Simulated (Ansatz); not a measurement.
Input file for Ansatz (a first-principles code): R-r2SCAN/def2-TZVPP on H6OSiSn (SMILES [SiH3][O][SnH3]), a point of a torsion scan. Elements past Kr take the def2 small-core potentials; no spin–orbit coupling.

Ansatz 0.2 input:
```yaml
crystal:
  periodic: [false, false, false]
  atoms:
    - {symbol: Si, position_ang: [1.69017716, -0.25319140, 0.09485805]}
    - {symbol: O, position_ang: [0.16877830, 0.14544889, -0.26664465]}
    - {symbol: Sn, position_ang: [-1.74054969, 0.26787140, -0.03042702]}
    - {symbol: H, position_ang: [2.11711145, -1.20372628, -0.92651356]}
    - {symbol: H, position_ang: [2.44623598, 0.99371573, 0.05653559]}
    - {symbol: H, position_ang: [1.74120848, -0.85914798, 1.42521576]}
    - {symbol: H, position_ang: [-2.03360427, 0.04389796, 1.59402791]}
    - {symbol: H, position_ang: [-2.34631410, -0.94391959, -0.99236079]}
    - {symbol: H, position_ang: [-2.06793300, 1.79796913, -0.57844373]}
basis:
  gaussian:
    orbitals: def2-TZVPP
hamiltonian:
  xc: {name: r2SCAN}
scf: {lower_state_search: off}
```

Question: Give the final energy of this run.

Answer: -582.7013 hartree.
